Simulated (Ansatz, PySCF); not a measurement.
Complex: H2S (SMILES S) (first 3 atoms) with H2Se (SMILES [SeH2]); geometry from B3LYP-D3(BJ)/def2-TZVP, rigid monomers moved along the line of their centres of mass till S1···Se4 is 4.24 Å.
(charge 0, multiplicity 1):
```xyz
6

S     -0.233    -0.231    -0.083
H      0.582     0.817     0.118
H     -1.302     0.433     0.387
Se     0.247     0.205     4.104
H      0.465    -0.025     5.543
H      0.458    -1.214     3.796
```

Interaction energies are E(AB) − E(A) − E(B) at the monomers' geometry in the complex; basis-set methods are counterpoise corrected. Rows marked so take none.

Rows in 6-31G* carry no dispersion term and start afresh at each structure (6-31G* with six Cartesian d functions); the Pople sets are all-electron and without relativity.

The values were computed with Ansatz (an electronic-structure program) with Gaussian orbitals; PySCF for 6-31G* rows. Each number belongs to the level named beside it.

One of these levels gives -1.42 kcal/mol for the interaction energy. Which one is it?
(A) r2SCAN/def2-TZVPPD
(B) HF/6-31G* (no counterpoise)
(C) M06-2X/6-31G* (no counterpoise)

C, M06-2X/6-31G* (no counterpoise). The others give -0.63 (HF/6-31G* (no counterpoise)), -1.02 (r2SCAN/def2-TZVPPD)
